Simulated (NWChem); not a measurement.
System: CH₇NO₂Si; SMILES CO[SiH](N)O

Input file for NWChem:

```
start job
memory heap 200 mb stack 900 mb global 1100 mb
geometry units angstroms noautoz
  Si     0.109699     0.478617    -0.457982
  N     -1.410027     0.905075     0.204692
  O      1.189428     1.206032     0.574967
  O      0.234167    -1.171466    -0.534720
  C     -0.044468    -2.039883     0.530582
  H      0.403823     0.883338    -1.859680
  H     -2.281839     0.581470    -0.194110
  H     -1.519396     1.766972     0.724472
  H      2.080223     1.315407     0.231692
  H     -0.316250    -3.028281     0.127369
  H     -0.879535    -1.674378     1.153592
  H      0.836450    -2.169182     1.183948
end
basis spherical
  Si library def2-svp
  N library def2-svp
  O library def2-svp
  C library def2-svp
  H library def2-svp
end
dft
  xc xwpbe 0.80 cpbe96 1.0 hfexch 1.00
  cam 0.2 cam_alpha 0.2 cam_beta 0.8
  iterations 150
  mulliken
end
task dft energy
```

NWChem printed, in part:

```
             Northwest Computational Chemistry Package (NWChem) 7.3.0
             --------------------------------------------------------

 C1  symmetry detected

                             Geometry "geometry" -> ""
                             -------------------------

 Output coordinates in angstroms (scale by  1.889725989 to convert to a.u.)

  No.       Tag          Charge          X              Y              Z
 ---- ---------------- ---------- -------------- -------------- --------------
    1 Si                  14.0000     0.03956604     0.50858439    -0.45704681
    2 N                    7.0000    -1.45462896     0.86905966     0.29661707
    3 O                    8.0000     1.14755126     1.27621245     0.51508839
    4 O                    8.0000     0.22716270    -1.13460493    -0.55134022
    5 C                    6.0000     0.04797487    -2.01791900     0.52304420
    6 H                    1.0000     0.23343173     0.93053910    -1.87106082
    7 H                    1.0000    -2.33440640     0.51108578    -0.05218911
    8 H                    1.0000    -1.56851425     1.72367424     0.82733671
    9 H                    1.0000     2.01124349     1.42377805     0.12065655
   10 H                    1.0000    -0.20620135    -3.01518988     0.13033309
   11 H                    1.0000    -0.76317183    -1.68977798     1.19642133
   12 H                    1.0000     0.97053590    -2.11305460     1.12258757

 Effective nuclear repulsion energy (a.u.)     258.0884808967

  pbe96 is a nonlocal functional; adding pw91lda local functional.

                                 NWChem DFT Module
                                 -----------------

 Summary of "ao basis" -> "ao basis" (spherical)
 ------------------------------------------------------------------------------
       Tag                 Description            Shells   Functions and Types
 ---------------- ------------------------------  ------  ---------------------
 Si                         def2-svp                 8       18   4s3p1d
 N                          def2-svp                 6       14   3s2p1d
 O                          def2-svp                 6       14   3s2p1d
 C                          def2-svp                 6       14   3s2p1d
 H                          def2-svp                 3        5   2s1p

            General Information
            -------------------
          SCF calculation type: DFT
          Wavefunction type:  closed shell.
          No. of atoms     :    12
          No. of electrons :    50
           Alpha electrons :    25
            Beta electrons :    25
          Charge           :     0
          Spin multiplicity:     1
          Use of symmetry is: off; symmetry adaption is: off
          Maximum number of iterations: 150
          AO basis - number of functions:   109
                     number of shells:    53
          Convergence on energy requested:  1.00D-06
          Convergence on density requested:  1.00D-05
          Convergence on gradient requested:  5.00D-04

              XC Information
              --------------
                     Hartree-Fock (Exact) Exchange  1.000
                     LC-wPBE(h)Exchange Functional  0.800
            Perdew 1991 LDA Correlation Functional  1.000 local
           PerdewBurkeErnz. Correlation Functional  1.000 non-local

           Range-Separation Parameters
           ---------------------------
           Alpha           :  0.20
           Beta            :  0.80
           Gamma           :  0.20
           Short-Range HF  :     F

             Grid Information
             ----------------
          Grid used for XC integration:  medium
          Radial quadrature: Mura-Knowles
          Angular quadrature: Lebedev.
          Tag              B.-S. Rad. Rad. Pts. Rad. Cut. Ang. Pts.
          ---              ---------- --------- --------- ---------
          Si                  1.10       88          10.0       590
          N                   0.65       49          11.0       434
          O                   0.60       49          11.0       434
          C                   0.70       49          11.0       434
          H                   0.35       45          12.0       434
          Grid pruning is: on
          Number of quadrature shells:   599
          Spatial weights used:  Erf1

      Superposition of Atomic Density Guess
      -------------------------------------

 Sum of atomic energies:        -533.48479725

      Non-variational initial energy
      ------------------------------

 Total energy =    -535.759485
 1-e energy   =   -1246.963985
 2-e energy   =     453.116019
 HOMO         =      -0.351021
 LUMO         =       0.068242

     ---------------------------------------------
      Total Density - Mulliken Population Analysis
     ---------------------------------------------

    Atom       Charge   Shell Charges
 -----------   ------   -------------------------------------------------------
    1 Si  14    12.75   2.00  1.99  0.85  0.12  5.93  0.91  0.56  0.37
    2 N    7     7.77   1.99  1.02  0.45  2.61  1.70  0.00
    3 O    8     8.77   1.99  1.10  0.64  3.09  1.94  0.00
    4 O    8     8.79   1.99  1.10  0.67  3.05  1.97  0.01
    5 C    6     5.86   1.99  0.92  0.21  1.84  0.86  0.05
    6 H    1     1.12   0.70  0.41  0.01
    7 H    1     0.75   0.58  0.12  0.05
    8 H    1     0.75   0.58  0.12  0.05
    9 H    1     0.65   0.52  0.07  0.06
   10 H    1     0.93   0.69  0.21  0.02
   11 H    1     0.94   0.69  0.22  0.02
   12 H    1     0.93   0.69  0.22  0.02

   convergence    iter        energy       DeltaE   RMS-Dens  Diis-err
 ---------------- ----- ----------------- --------- --------- ---------
 d= 0,ls=0.0,diis     1   -536.3833141998 -7.94D+02  9.47D-03  9.25D-01
 d= 0,ls=0.0,diis     2   -536.4129047982 -2.96D-02  4.17D-03  7.63D-01
 d= 0,ls=0.0,diis     3   -536.4814791674 -6.86D-02  6.85D-04  1.31D-02
 d= 0,ls=0.0,diis     4   -536.4826509992 -1.17D-03  2.19D-04  1.22D-03
 d= 0,ls=0.0,diis     5   -536.4827686947 -1.18D-04  6.40D-05  1.31D-04
  Resetting Diis
 d= 0,ls=0.0,diis     6   -536.4827830282 -1.43D-05  1.97D-05  3.68D-06
 d= 0,ls=0.0,diis     7   -536.4827834964 -4.68D-07  9.74D-06  9.73D-07

         Total DFT energy =     -536.482783496438
      One electron energy =    -1252.212139505813
           Coulomb energy =      510.453601806624
    Exchange-Corr. energy =      -52.812726693965
 Nuclear repulsion energy =      258.088480896716

 Numeric. integr. density =       50.000006186965

                       DFT Final Molecular Orbital Analysis
                       ------------------------------------

 Vector   23  Occ=2.000000D+00  E=-3.791455D-01
              MO Center=  1.2D-01, -1.1D+00, -1.1D-01, r^2= 2.5D+00
   Bfn.  Coefficient  Atom+Function         Bfn.  Coefficient  Atom+Function
  ----- ------------  ---------------      ----- ------------  ---------------
    52      0.347995   4 O  pz               51      0.271871   4 O  py
    55      0.262487   4 O  pz              100     -0.226767  11 H  s
    50     -0.202381   4 O  px               37      0.193054   3 O  py
    54      0.192086   4 O  py               95      0.184797  10 H  s
    66     -0.165473   5 C  pz               53     -0.150972   4 O  px

 Vector   24  Occ=2.000000D+00  E=-3.604482D-01
              MO Center=  3.0D-01, -1.1D+00, -9.5D-02, r^2= 2.3D+00
   Bfn.  Coefficient  Atom+Function         Bfn.  Coefficient  Atom+Function
  ----- ------------  ---------------      ----- ------------  ---------------
    50      0.486930   4 O  px               53      0.378696   4 O  px
   105     -0.235713  12 H  s                37      0.189429   3 O  py
    64     -0.189785   5 C  px               52      0.162678   4 O  pz
   106     -0.151720  12 H  s                40      0.144429   3 O  py
    55      0.124920   4 O  pz               95      0.122055  10 H  s

 Vector   25  Occ=2.000000D+00  E=-3.394287D-01
              MO Center= -1.2D+00,  7.9D-01,  1.3D-01, r^2= 1.7D+00
   Bfn.  Coefficient  Atom+Function         Bfn.  Coefficient  Atom+Function
  ----- ------------  ---------------      ----- ------------  ---------------
    24      0.429360   2 N  pz               27     -0.364254   2 N  pz
    23     -0.327401   2 N  py               26      0.280596   2 N  py
    76     -0.184856   6 H  s                75     -0.152085   6 H  s
   101     -0.081524  11 H  s                37     -0.073131   3 O  py
    51      0.072035   4 O  py               16     -0.069398   1 Si d  0

 Vector   26  Occ=0.000000D+00  E= 1.223450D-01
              MO Center=  2.7D-01,  7.2D-01,  2.5D-01, r^2= 7.6D+00
   Bfn.  Coefficient  Atom+Function         Bfn.  Coefficient  Atom+Function
  ----- ------------  ---------------      ----- ------------  ---------------
    21      0.852108   2 N  s                63      0.768850   5 C  s
    91     -0.757975   9 H  s                35      0.687686   3 O  s
    81     -0.609875   7 H  s                 4     -0.498108   1 Si s
   106     -0.478598  12 H  s                86     -0.446055   8 H  s
   101     -0.363970  11 H  s                96     -0.315802  10 H  s

 Vector   27  Occ=0.000000D+00  E= 1.333000D-01
              MO Center= -3.8D-01,  7.2D-01, -1.6D-01, r^2= 6.4D+00
   Bfn.  Coefficient  Atom+Function         Bfn.  Coefficient  Atom+Function
  ----- ------------  ---------------      ----- ------------  ---------------
    21      1.072912   2 N  s                11      0.615638   1 Si px
    86     -0.604640   8 H  s                91      0.544732   9 H  s
    35     -0.526150   3 O  s                81     -0.506242   7 H  s
   101     -0.374703  11 H  s                 4     -0.317696   1 Si s
    63      0.266836   5 C  s                67     -0.230436   5 C  px

[...]
```

Level: LRC-wPBEh/def2-SVP. The geometry was optimised at PBE0/def2-SVP. No frequency run checked for a minimum.
